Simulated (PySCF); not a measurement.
TiH₄, SMILES [TiH4], multiplicity 1.

The structure is a stationary point at B3LYP-D3(BJ)/def2-TZVPD. The spin state was assumed, not searched.

Two levels are set side by side: PBE/def2-TZVPD (PySCF) and r2SCAN/def2-TZVPD (PySCF). Same geometry, gas phase. Differences are taken from unrounded values.

```json
[
 {"quantity": "orbital gap (eV)", "PBE": "3.12"},
 {"quantity": "highest occupied level (eV)", "PBE": "-7.45"},
 {"quantity": "lowest empty level (eV)", "PBE": "-4.33"},
 {"quantity": "mean polarisability (bohr³)", "PBE": "49.7"}
]
```

Question: These are the PBE values. What does r2SCAN give? (Estimate from the structure and the level; the computed values follow.)

Answer: 
| quantity | r2SCAN | PBE minus r2SCAN |
|---|---|---|
| orbital gap (eV) | 3.72 | -0.60 |
| highest occupied level (eV) | -7.81 | 0.35 |
| lowest empty level (eV) | -4.08 | -0.25 |
| mean polarisability (bohr³) | 48.4 | 1.2 |

Rough cost on one machine, each run with all the roots and properties that it gave: r2SCAN against PBE about 4 times.
